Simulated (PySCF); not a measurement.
## Pb²⁺: excitation energy

Pb²⁺ [Xe] 4f14 5d10 6s2 (1S) → Pb²⁺ [Xe] 4f14 5d10 6s1 6p1 (3P), as a difference of total energies. Calculation: PySCF 2.14, in x2c-TZVPPall (11s7p6d3f, 83 functions); scalar relativity by spin-free X2C-1e. Correlated levels: valence: [Xe] 4f14 5d10 frozen. The calculations carry no spin-orbit coupling.

| method | excitation energy (cm⁻¹) |
| --- | --- |
| UHF | 61054 |
| MP2 (valence) | 65067 |
| SCS-MP2 (valence) | 66233 |
| CCSD (valence) | 66366 |

A first-order spin-orbit estimate (lowest level to lowest level, LS coupling) adds -1.307 eV.

The basis was made for the ground configuration and has no added diffuse functions, so the excitation energy can come out too high.

With two correlated electrons CCSD is exact in that space.
